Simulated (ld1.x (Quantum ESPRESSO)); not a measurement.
Ta: one change to a TM semilocal potential, before and after

ld1.x (Quantum ESPRESSO) 7.5 input, shortened:

```
&input
   title='Ta', zed=73., rel=1, dft='PBE', iswitch=3,
   config='[Xe] 4f14 5d3 6s1 6p0'
 /
 &inputp
   pseudotype=1, tm=.true., lloc=2,
   nlcc=.true., new_core_ps=.true., rcore=0.80
 /
3
6S  1  0   1.00   0.00  2.00  2.00  0.0
6P  2  1   0.00   0.00  2.45  2.45  0.0
5D  3  2   3.00   0.00  1.50  1.50  0.0
 &test
   configts(1)='5d3 6s1 6p0'
 /
```

All-electron outer shells of the reference configuration (PBE, scalar-relativistic, ld1.x):

```csv
shell,level (eV),outermost node (bohr),outermost maximum (bohr)
4f,-31.91,–,0.44
6s,-11.62,1.32,2.68
5d,-10.49,0.65,1.56
6p,-6.61,1.58,3.48
```

Change: wave 5d (bound): rc 1.50 bohr becomes 5d (bound): rc 1.32 bohr.

Cutoffs: the cutoffs (Ry, on a coarse ladder) from which the occupation-weighted sum of valence levels, in a spherical-Bessel basis at the reference potential, stays within 10 and 1 mRy of its value at 400 Ry; they do not see the model core or the augmentation charge, which bear on the density cutoff. Errors are all-electron minus pseudo energies relative to the spin-unpolarised reference configuration.

Problem. What does the change do?

Solution. The potential gets harder (30 Ry and 55 Ry → 30 Ry and 80 Ry); the errors of the 7 common tests hardly move; neither file shows a bound ghost at the reference potential, the only one tested. A smaller radius makes the pseudo-wave follow the all-electron one further in, where it bends more sharply, so more plane waves are needed. A semilocal file is local in each channel, so a ghost entry of none says nothing of the separable form that plane-wave codes build from it.

```csv
quantity,base,changed
"cutoff, loose",30 Ry,30 Ry
"cutoff, tight",55 Ry,80 Ry
bound ghosts,none,none
"error for 5d3 6s2 6p0, meV [ΔE -8.47 eV]",+2.9,+2.9
"error for 5d3 6s0 6p0, meV [ΔE 14.97 eV]",-15,-15
"error for 5d2 6s0 6p0, meV [ΔE 38.58 eV]",-200,-199
"error for 5d3 6s1 6p1, meV [ΔE -4.29 eV]",+2.2,+2.2
"error for 5d2 6s2 6p1, meV [ΔE -5.48 eV]",-53,-52
"error for 5d1 6s0 6p0, meV [ΔE 73.62 eV]",-879,-879
"error for 5d4 6s0 6p0, meV [ΔE 1.43 eV]",-45,-45
s: phases at 2.66 bohr within 0.05 rad from the reference energy up to (Ry; the scan ends near 5),-0.4,-0.4
p: phases at 2.66 bohr within 0.05 rad from the reference energy up to (Ry; the scan ends near 5),-0.2,-0.2
d: phases at 2.66 bohr within 0.05 rad from the reference energy up to (Ry; the scan ends near 5),2.4,2.3
```

Base: These tests converged, but a pseudo level misses the all-electron one widely, so the file describes the atom poorly there or has found another state: 5d1 6s0 6p0: empty 6p by 4.0 eV (a node warning on the way). Changed file: These tests converged, but a pseudo level misses the all-electron one widely, so the file describes the atom poorly there or has found another state: 5d1 6s0 6p0: empty 6p by 4.0 eV (a node warning on the way).
